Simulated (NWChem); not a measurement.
System: CH$_{6}$O$_{2}$Si; SMILES C[SiH](O)O

NWChem input:

```
start job
memory heap 200 mb stack 900 mb global 1100 mb
geometry units angstroms noautosym nocenter noautoz
  Si    -0.102369    -0.016913     0.256188
  C     -0.108928    -1.799362    -0.241598
  O     -1.511005     0.651696    -0.328691
  O      1.261025     0.665194    -0.414111
  H     -0.057883     0.194456     1.740132
  H     -0.142570    -1.879353    -1.339181
  H      0.798798    -2.310542     0.112077
  H     -0.988385    -2.318917     0.167079
  H     -1.770157     1.511973     0.010683
  H      1.530530     1.529288    -0.092908
end
basis spherical
  * library pcsseg-1
end
dft
  xc pbe0
  iterations 150
end
property
  shielding 7 1 2 3 5 6 7 9
  efieldgrad
end
task dft property
```

NWChem printed, in part:

```
             Northwest Computational Chemistry Package (NWChem) 7.3.0
             --------------------------------------------------------

                             Geometry "geometry" -> ""
                             -------------------------

 Output coordinates in angstroms (scale by  1.889725989 to convert to a.u.)

  No.       Tag          Charge          X              Y              Z
 ---- ---------------- ---------- -------------- -------------- --------------
    1 Si                  14.0000    -0.10236900    -0.01691300     0.25618800
    2 C                    6.0000    -0.10892800    -1.79936200    -0.24159800
    3 O                    8.0000    -1.51100500     0.65169600    -0.32869100
    4 O                    8.0000     1.26102500     0.66519400    -0.41411100
    5 H                    1.0000    -0.05788300     0.19445600     1.74013200
    6 H                    1.0000    -0.14257000    -1.87935300    -1.33918100
    7 H                    1.0000     0.79879800    -2.31054200     0.11207700
    8 H                    1.0000    -0.98838500    -2.31891700     0.16707900
    9 H                    1.0000    -1.77015700     1.51197300     0.01068300
   10 H                    1.0000     1.53053000     1.52928800    -0.09290800

 Effective nuclear repulsion energy (a.u.)     182.6027761651

                              NWChem Property Module
                              ----------------------

  itol2e modified to match energy
  convergence criterion.

                                 NWChem DFT Module
                                 -----------------

 Summary of "ao basis" -> "ao basis" (spherical)
 ------------------------------------------------------------------------------
       Tag                 Description            Shells   Functions and Types
 ---------------- ------------------------------  ------  ---------------------
 Si                         pcsseg-1                10       24   4s5p1d
 C                          pcsseg-1                 7       17   3s3p1d
 O                          pcsseg-1                 7       17   3s3p1d
 H                          pcsseg-1                 3        5   2s1p

  itol2e modified to match energy
  convergence criterion.

            General Information
            -------------------
          SCF calculation type: DFT
          Wavefunction type:  closed shell.
          No. of atoms     :    10
          No. of electrons :    42
           Alpha electrons :    21
            Beta electrons :    21
          Charge           :     0
          Spin multiplicity:     1
          Use of symmetry is: off; symmetry adaption is: off
          Maximum number of iterations: 150
          AO basis - number of functions:   105
                     number of shells:    49
          Convergence on energy requested:  1.00D-07
          Convergence on density requested:  1.00D-05
          Convergence on gradient requested:  5.00D-04

              XC Information
              --------------
                         PBE0 Method XC Functional
                     Hartree-Fock (Exact) Exchange  0.250
          PerdewBurkeErnzerhof Exchange Functional  0.750
            Perdew 1991 LDA Correlation Functional  1.000 local
           PerdewBurkeErnz. Correlation Functional  1.000 non-local

             Grid Information
             ----------------
          Grid used for XC integration:  fine
          Radial quadrature: Mura-Knowles
          Angular quadrature: Lebedev.
          Tag              B.-S. Rad. Rad. Pts. Rad. Cut. Ang. Pts.
          ---              ---------- --------- --------- ---------
          Si                  1.10      123           9.0       770
          C                   0.70       70          11.0       590
          O                   0.60       70          11.0       590
          H                   0.35       60          12.0       590
          Grid pruning is: on
          Number of quadrature shells:   693
          Spatial weights used:  Erf1

[...]

          -----------------------------------------
          Chemical Shielding Tensors (GIAO, in ppm)
          -----------------------------------------

                                NWChem CPHF Module
                                ------------------

  scftype          =     RHF
  nclosed          =       21
  nopen            =        0
  variables        =     1764
  # of vectors     =        3
  tolerance        = 0.10D-03
  level shift      = 0.00D+00
  max iterations   =       50
  max subspace     =       30

 SCF residual:    4.3519003615401125E-005

Iterative solution of linear equations
  No. of variables     1764
  No. of equations        3
  Maximum subspace       30
        Iterations       50
       Convergence  1.0D-04

   iter   nsub   residual    time
   ----  ------  --------  ---------
     1      3    3.56D-01      70.5
     2      6    1.56D-02      78.2
     3      9    1.00D-03      85.3
     4     12    6.64D-05      90.2

      Atom:    1  Si
        Diamagnetic
    883.3377     -0.0103     -0.2130
     -0.0103    882.2098     -0.4745
     -0.2130     -0.4745    876.3706

        Paramagnetic
   -527.8032     -0.2032     -0.7383
     -0.2032   -476.1557      0.5120
     -0.7383      0.5120   -552.2148

        Total Shielding Tensor
    355.5344     -0.2134     -0.9513
     -0.2134    406.0540      0.0375
     -0.9513      0.0375    324.1558

           isotropic =     361.9147
          anisotropy =      66.2103

          Principal Components and Axis System
                 1           2           3
              406.0549    355.5623    324.1270

      1        -0.0042      0.9995      0.0303
      2         1.0000      0.0042     -0.0004
      3         0.0005     -0.0303      0.9995

      Atom:    2  C
        Diamagnetic
    253.1817      0.0136     -0.0369
      0.0136    261.8124      1.8280
     -0.0369      1.8280    252.3037

        Paramagnetic
    -65.2705      0.0783     -0.2082
      0.0783    -69.5395      2.0470
     -0.2082      2.0470    -71.4448

        Total Shielding Tensor
    187.9112      0.0918     -0.2450
      0.0918    192.2728      3.8750
     -0.2450      3.8750    180.8589

           isotropic =     187.0143
          anisotropy =       9.6747

          Principal Components and Axis System
                 1           2           3
              193.4641    187.9194    179.6594

      1         0.0028      0.9995      0.0316
      2         0.9559      0.0066     -0.2937
      3         0.2938     -0.0311      0.9554

      Atom:    3  O
        Diamagnetic
    396.8114    -14.7017      5.9211
    -14.7017    396.8841      1.5228
      5.9211      1.5228    379.5370

        Paramagnetic
   -111.2236     16.2780     -2.8928
     16.2780   -146.8388    -31.9053
     -2.8928    -31.9053   -121.1373

        Total Shielding Tensor
    285.5878      1.5763      3.0283
      1.5763    250.0453    -30.3825
      3.0283    -30.3825    258.3997

           isotropic =     264.6776
          anisotropy =      32.9399

          Principal Components and Axis System
                 1           2           3
              286.6375    284.0035    223.3918

      1         0.8133     -0.5796     -0.0511
      2        -0.3506     -0.5581      0.7521
      3         0.4644      0.5938      0.6571

      Atom:    4  H
        Diamagnetic
     23.4297      0.0683      0.4469
      0.0683     24.1600      2.3717
      0.4469      2.3717     38.3503

        Paramagnetic
      0.2536     -0.0364     -0.2105
     -0.0364     -0.8170     -1.3728
     -0.2105     -1.3728     -6.8346

        Total Shielding Tensor
     23.6833      0.0319      0.2364
      0.0319     23.3429      0.9989
      0.2364      0.9989     31.5157

           isotropic =      26.1806
          anisotropy =       8.1937

          Principal Components and Axis System
                 1           2           3
               31.6431     23.6762     23.2226

      1         0.0300      0.9995     -0.0075
      2         0.1195      0.0038      0.9928
      3         0.9924     -0.0306     -0.1194

      Atom:    5  H
        Diamagnetic
     23.8408      0.1030      0.4578
      0.1030     28.1768      4.0223
      0.4578      4.0223     39.2579

        Paramagnetic
      2.9717     -0.0364     -0.1747
     -0.0364      0.9270     -1.5111
     -0.1747     -1.5111     -2.9059

        Total Shielding Tensor
     26.8125      0.0666      0.2831
      0.0666     29.1037      2.5112
      0.2831      2.5112     36.3520

           isotropic =      30.7560
          anisotropy =       9.5836

          Principal Components and Axis System
                 1           2           3
               37.1451     28.3190     26.8040

      1         0.0281     -0.0138      0.9995
      2         0.2982      0.9545      0.0048
      3         0.9541     -0.2979     -0.0309

      Atom:    6  H
        Diamagnetic
     33.9405     -6.9527      3.6367
     -6.9527     32.5437     -2.1305
      3.6367     -2.1305     25.0468

        Paramagnetic
     -0.1409      2.5707     -1.3613
      2.5707     -0.4818      0.4884
     -1.3613      0.4884      2.6148

        Total Shielding Tensor
     33.7996     -4.3820      2.2753
     -4.3820     32.0620     -1.6421
      2.2753     -1.6421     27.6616

           isotropic =      31.1744
          anisotropy =      10.4579

          Principal Components and Axis System
                 1           2           3
               38.1463     28.4815     26.8954

      1         0.7496      0.6061     -0.2660
      2        -0.6095      0.7888      0.0797
      3         0.2581      0.1024      0.9607

      Atom:    7  H
        Diamagnetic
     28.1657     -9.6748     -1.1781
     -9.6748     41.1595      5.6123
     -1.1781      5.6123     22.8908

        Paramagnetic
     -0.1911      2.1736     -0.2541
      2.1736     -3.9367     -1.9875
     -0.2541     -1.9875      0.6539

[...]
```

Level: PBE0/pcSseg-1, GIAO. Structure relaxed at the PBE0/def2-SVP level. NWChem prints the field gradient with the sign opposite to the second derivative of the potential. The output numbers the shielded atoms by their place in the input's list. The printed shielding anisotropy is the first printed principal value minus the mean of the other two.
